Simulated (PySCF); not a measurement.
Geometry (Å), atoms numbered from 1 in this order:
```xyz
18

C    -1.8096    2.2269   -0.8186
C    -1.2861    1.1524   -0.7527
C    -0.6393   -0.1257   -0.6181
C    -1.4532   -1.2712    0.0296
C    -0.2912   -1.5587    0.9937
C     0.4059   -0.2745    0.5305
F     0.2786    0.7394    1.4708
O     1.7268   -0.4200    0.1992
C     2.3317    0.7349   -0.3622
H    -2.2754    3.1633   -0.8938
H    -0.1882   -0.4268   -1.5672
H    -2.3437   -0.9052    0.5353
H    -1.7229   -2.0819   -0.6421
H    -0.5347   -1.5689    2.0526
H     0.2967   -2.4366    0.7402
H     3.3564    0.4518   -0.5892
H     1.8165    1.0442   -1.2770
H     2.3229    1.5630    0.3507
```

Computed data (PySCF 2.14.0 with density-fitted response routines): σ from GIAO-PBE0/pcSseg-1, GFN2-xTB geometry. Relativity neglected, in vacuum, one computed conformer, fast rotation and ring inversion assumed for equivalent nuclei.

References, each an isolated molecule treated in the same way: TMS for ¹³C.

Do the ¹³C shifts follow the atomic charges (in e)? Tabulate both.

Answers


| atoms | hybridisation | δ (ppm) | σ para (ppm) | Hirshfeld | IAO | Mulliken | ESP-fitted |
| --- | --- | --- | --- | --- | --- | --- | --- |
| C6 | sp3 | 117.3 | -173 | +0.17 | +0.49 | +0.38 | +0.41 |
| C2 | sp | 86.3 | -158 | -0.05 | -0.03 | +0.37 | -0.18 |
| C1 | sp | 81.4 | -153 | -0.12 | -0.25 | -0.38 | -0.36 |
| C9 | sp3 | 51.8 | -110 | -0.04 | -0.21 | -0.03 | -0.14 |
| C3 | sp3 | 36.9 | -101 | -0.03 | -0.18 | -0.35 | +0.20 |
| C5 | sp3 | 36.6 | -101 | -0.08 | -0.29 | -0.13 | -0.15 |
| C4 | sp3 | 20.3 | -83 | -0.06 | -0.26 | -0.13 | -0.25 |

Correlation coefficients of δ with charge over these carbons: Hirshfeld +0.60, IAO +0.81, Mulliken +0.63, ESP-fitted +0.39; with the paramagnetic shielding -0.99. Among the 5 sp3 carbons alone: Hirshfeld +0.96, IAO +0.96, Mulliken +0.90, ESP-fitted +0.81. With so few points, grouped by hybridisation, these coefficients are fragile. Charge is one influence among several: hybridisation and low-lying excitations act through the paramagnetic term.

Shifts are as computed. Against solution values, carbons near 30 ppm lie about +3 ppm off and those near 130 ppm about +5 ppm. Of 1211 compounds with measured shifts, 218 miss one by over three times the rms of a fit or turn the order of signals round; such compounds aren't used in these exercises.
